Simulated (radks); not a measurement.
Problem. The mean radii <r> (bohr) of the occupied orbitals of an atom or ion are listed with their occupations. All-electron calculation, scalar-relativistic Kohn-Sham, LDA (Slater exchange, Perdew-Wang correlation), spin-unpolarised, spherical densities, finite nucleus; Fermi nuclear charge, rms radius of each element as measured or else 0.836 A^(1/3) + 0.57 fm. Program: a radial shooting solver on a logarithmic mesh with Libxc functionals.

| orbital | occ. | <r> |
|---|---|---|
| 1s | 2 | 0.04867 |
| 2s | 2 | 0.2182 |
| 2p | 6 | 0.1909 |
| 3s | 2 | 0.6531 |
| 3p | 6 | 0.6800 |
| 3d | 10 | 0.8080 |
| 4s | 2 | 2.204 |

Name the element and its charge.

Solution. Z = 31, gallium, charge +1: Ga+ in [Ar] 3d10 4s2. The 1s radius gives Z: for a bare nucleus <r> = (2 gamma + 1)/(2Z) with gamma = sqrt(1 - (Z/c)^2), 0.04755 bohr for Z = 31, and screening makes it slightly larger (0.04867 here). The occupations add up to 30, and the charge is Z minus that.
